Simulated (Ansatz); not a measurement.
## Ansatz (development build ahead of 0.2.0) run

```yaml
crystal:
  periodic: [false, false, false]
  atoms:
    - { symbol: H, position_ang: [1.65001, 0.0, 0.36999] }
    - { symbol: H, position_ang: [0.82499, 1.42894, 0.37] }
    - { symbol: H, position_ang: [-0.825, 1.42895, 0.37] }
    - { symbol: H, position_ang: [-1.65, 1.0e-05, 0.37] }
    - { symbol: H, position_ang: [-0.82501, -1.42893, 0.36999] }
    - { symbol: H, position_ang: [0.82499, -1.42895, 0.37] }
    - { symbol: H, position_ang: [1.65, -1.0e-05, -0.36999] }
    - { symbol: H, position_ang: [0.82501, 1.42894, -0.37] }
    - { symbol: H, position_ang: [-0.82499, 1.42895, -0.37] }
    - { symbol: H, position_ang: [-1.65, 1.0e-05, -0.37] }
    - { symbol: H, position_ang: [-0.825, -1.42893, -0.37] }
    - { symbol: H, position_ang: [0.82501, -1.42895, -0.37] }
basis:
  gaussian: { orbitals: "6-31G" }
hamiltonian:
  xc: hf
```

The input is written out in the form of the current development build from the run's settings.

Output:

- Converged: yes
- Total energy: -6.51542 hartree
- Spin squared of the determinant: 0.000

Caution: no unrestricted run beside it, a lower state can exist.
